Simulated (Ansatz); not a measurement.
Computed with Ansatz on PBE0-D4/def2-TZVP structures; ΔE is electronic, products minus reactants. CCSD(T)/CBS is the MP2 limit (def2-TZVPP, def2-QZVPP) plus CCSD(T) − MP2 in def2-TZVPP, frozen cores. This one scheme is used for every species. Functionals use def2-TZVPP. For Ge outer-core shells are correlated without core-valence functions, which leaves a few kJ/mol of doubt a bond. Scalar relativity is left out up to krypton. One conformer a species, not always the lowest.

Reaction (ligand exchange at a B–O bond): `COB(N)F` + `[OH][GeH3]` → `NB(F)[O][GeH3]` + CH₃OH

Question: Is it downhill or uphill in electronic energy at CCSD(T)/CBS, and by how much? (Best estimate.)

Answer: Computed: Downhill: ΔE = -2.0 kcal/mol.

Question: What do these levels give: PBE-D4, r2SCAN-D4, PBE0-D4, HF/def2-TZVPP, CCSD(T)/def2-TZVPP, MP2/def2-QZVPP? (An estimate is asked.)

Answer: The calculation gave: PBE-D4 -1.4, r2SCAN-D4 -1.6, PBE0-D4 -1.8, HF/def2-TZVPP -2.4, CCSD(T)/def2-TZVPP -2.2, MP2/def2-QZVPP -1.9 kcal/mol.

Largest T1 diagnostic among the species: 0.012.
